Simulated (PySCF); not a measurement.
Compound: C₆H₆NO (doublet state).
Geometry (GFN2-xTB, Å), atoms numbered from 1 in this order:
```xyz
14
C6H6NO angstrom
C     -0.633   -1.715    1.690
C     -0.574   -0.564    1.012
C     -1.257    0.587    1.467
N     -1.811    1.520    1.837
C      0.225   -0.479   -0.257
O      0.820   -1.473   -0.680
C      0.249    0.783   -0.916
C      0.998    0.978   -2.160
H     -0.100   -2.573    1.312
H     -1.194   -1.823    2.602
H     -0.290    1.617   -0.491
H      1.455    0.042   -2.478
H      0.340    1.361   -2.945
H      1.773    1.737   -2.021
```

The hyperfine couplings belong to this conformer and change with its torsions.

As a line formula: `C=C(C#N)C(=O)[CH]C` [radical].

Level of theory: UKS B3LYP, pcH-1 on C H N O, non-relativistic, mean-field spin-orbit, GIAO in PySCF 2.14.0. The structure is a single GFN2-xTB conformer in the gas phase; no vibrational or solvent corrections. Couplings are sensitive to structure, and on GFN2-xTB geometries they can be far from those on DFT ones. Stability of the SCF solution: not tested.

Problem. The isotropic 13C couplings are +59.4, -38.1, -24.6, -4.5, +0.9 MHz. Assign them to C1; C2; C5; C7; C8.

Solution. 
| site | a_iso (MHz) | ρ(0) (bohr⁻³) | position | distance from C7 (Å) | spin population | largest \|T\| (MHz) |
| --- | --- | --- | --- | --- | --- | --- |
| C1 | +0.9 | +0.0008 | 3 bonds from C7 | 3.72 | +0.03 | 2.8 |
| C2 | -4.5 | -0.0040 | 2 bonds from C7 | 2.49 | -0.01 | 1.6 |
| C5 | -38.1 | -0.0338 | 1 bond from C7 | 1.42 | -0.08 | 9.1 |
| C7 | +59.4 | +0.0528 | largest spin population | 0.00 | +0.77 | 118.6 |
| C8 | -24.6 | -0.0219 | 1 bond from C7 | 1.47 | -0.06 | 2.7 |

ρ(0) is the spin density at the nucleus and T the dipolar tensor; entries for several nuclei are means. The largest Mulliken spin populations are on C7 (+0.77), O6 (+0.32) and C5 (-0.08). The positive populations add up to 1.19 and the negative ones to -0.19, together 2S = 1. The angles at C7 add up to 360.0°, so it is planar; its axial dipolar tensor and the negative coupling of its proton fit spin in a p orbital normal to that plane.

The spin density at the nucleus, in bohr⁻³, is negative for C5 (-0.0338), C8 (-0.0219) and H11 (-0.0108), for instance. A restricted open-shell determinant has no negative spin density anywhere; here it arises because α and β orbitals differ (spin polarisation).

Means are taken over nuclei equivalent by connectivity, which assumes that they swap fast. The three 1H nuclei of mean +65.5 MHz run from 1.9 to 102.2 MHz in the frozen geometry.
